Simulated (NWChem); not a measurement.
System: C2H3BFNO; SMILES C1N=CB(F)O1

Output (shortened):

```
             Northwest Computational Chemistry Package (NWChem) 7.3.0
             --------------------------------------------------------

 CS  symmetry detected

                             Geometry "geometry" -> ""
                             -------------------------

 Output coordinates in angstroms (scale by  1.889725989 to convert to a.u.)

  No.       Tag          Charge          X              Y              Z
 ---- ---------------- ---------- -------------- -------------- --------------
    1 F                    9.0000     0.08743139    -2.09954019     0.00000000
    2 B                    5.0000     0.06344143    -0.78170677     0.00000000
    3 C                    6.0000     1.21833629     0.28331090     0.00000000
    4 N                    7.0000     0.68330234     1.45035989     0.00000000
    5 C                    6.0000    -0.74039244     1.29712194     0.00000000
    6 O                    8.0000    -1.09115314    -0.07388113     0.00000000
    7 H                    1.0000     2.31103213     0.18899000     0.00000000
    8 H                    1.0000    -1.16833807     1.78566912     0.89197500
    9 H                    1.0000    -1.16833807     1.78566912    -0.89197500

 Effective nuclear repulsion energy (a.u.)     216.0691622915

      Symmetry information
      --------------------

 Group name             Cs
 Group number              2
 Group order               2
 No. of unique centers     8

  xc_inp: hfexch multiplicative factor not found.

                                 NWChem DFT Module
                                 -----------------

 Summary of "ao basis" -> "ao basis" (spherical)
 ------------------------------------------------------------------------------
       Tag                 Description            Shells   Functions and Types
 ---------------- ------------------------------  ------  ---------------------
 F                          def2-svp                 6       14   3s2p1d
 B                          def2-svp                 6       14   3s2p1d
 C                          def2-svp                 6       14   3s2p1d
 N                          def2-svp                 6       14   3s2p1d
 O                          def2-svp                 6       14   3s2p1d
 H                          def2-svp                 3        5   2s1p

      Symmetry analysis of basis
      --------------------------

        a'         69
        a"         30

            General Information
            -------------------
          SCF calculation type: DFT
          Wavefunction type:  closed shell.
          No. of atoms     :     9
          No. of electrons :    44
           Alpha electrons :    22
            Beta electrons :    22
          Charge           :     0
          Spin multiplicity:     1
          Use of symmetry is: on ; symmetry adaption is: on
          Maximum number of iterations: 150
          AO basis - number of functions:    99
                     number of shells:    45
          Convergence on energy requested:  1.00D-06
          Convergence on density requested:  1.00D-05
          Convergence on gradient requested:  5.00D-04

              XC Information
              --------------
                     Hartree-Fock (Exact) Exchange  1.000

      Superposition of Atomic Density Guess
      -------------------------------------

 Sum of atomic energies:        -329.47929958

      Non-variational initial energy
      ------------------------------

 Total energy =    -332.543253
 1-e energy   =    -879.455456
 2-e energy   =     330.843040
 HOMO         =      -0.318473
 LUMO         =      -0.056090

      Symmetry analysis of molecular orbitals - initial
      -------------------------------------------------

  Numbering of irreducible representations:

     1 a'          2 a"

  Orbital symmetries:

     1 a'          2 a'          3 a'          4 a'          5 a'
     6 a'          7 a'          8 a'          9 a'         10 a'
    11 a'         12 a'         13 a'         14 a"         15 a'
    16 a"         17 a'         18 a'         19 a'         20 a"
    21 a"         22 a'         23 a"         24 a'         25 a'
    26 a"         27 a'         28 a"         29 a'         30 a'
    31 a'         32 a'

     ---------------------------------------------
      Total Density - Mulliken Population Analysis
     ---------------------------------------------

    Atom       Charge   Shell Charges
 -----------   ------   -------------------------------------------------------
    1 F    9     9.34   1.99  1.15  0.72  3.50  1.98  0.00
    2 B    5     4.37   1.99  0.79  0.12  1.12  0.16  0.18
    3 C    6     5.95   1.99  0.97  0.31  1.84  0.79  0.05
    4 N    7     7.46   1.99  1.09  0.57  2.34  1.45  0.03
    5 C    6     5.56   1.99  0.92  0.13  1.73  0.72  0.07
    6 O    8     8.55   1.99  1.10  0.62  3.03  1.79  0.01
    7 H    1     0.92   0.68  0.21  0.02
    8 H    1     0.92   0.69  0.21  0.02
    9 H    1     0.92   0.69  0.21  0.02

   convergence    iter        energy       DeltaE   RMS-Dens  Diis-err
 ---------------- ----- ----------------- --------- --------- ---------
 d= 0,ls=0.0,diis     1   -330.6592550734 -5.47D+02  7.01D-03  7.35D-01
 d= 0,ls=0.0,diis     2   -330.7369037755 -7.76D-02  2.58D-03  1.92D-01
 d= 0,ls=0.0,diis     3   -330.7548313289 -1.79D-02  1.01D-03  8.43D-03
 d= 0,ls=0.0,diis     4   -330.7562650887 -1.43D-03  2.36D-04  5.57D-04
 d= 0,ls=0.0,diis     5   -330.7563546250 -8.95D-05  9.69D-05  4.64D-05
  Resetting Diis
 d= 0,ls=0.0,diis     6   -330.7563707373 -1.61D-05  4.51D-05  1.65D-05
 d= 0,ls=0.0,diis     7   -330.7563745367 -3.80D-06  1.45D-05  2.00D-06
 d= 0,ls=0.0,diis     8   -330.7563752318 -6.95D-07  8.65D-06  7.39D-07

[...]
```

Level: Hartree-Fock/def2-SVP. Geometry: optimised at PBE0/def2-SVP.

**Question.** Write an input that gives this output.

**Answer.** Several could match; the one computed here: the input that was run:
```
start job
memory heap 200 mb stack 900 mb global 1100 mb
geometry units angstroms noautoz
  F      0.103827    -2.095340     0.000000
  B      0.070724    -0.777704     0.000000
  C      1.218226     0.295275     0.000000
  N      0.675134     1.458596     0.000000
  C     -0.747467     1.295516     0.000000
  O     -1.088738    -0.077880     0.000000
  H      2.311548     0.208513     0.000000
  H     -1.178781     1.781092     0.891975
  H     -1.178781     1.781092    -0.891975
end
basis spherical
  * library def2-svp
end
dft
  xc hfexch
  iterations 150
  mulliken
end
task dft energy
```
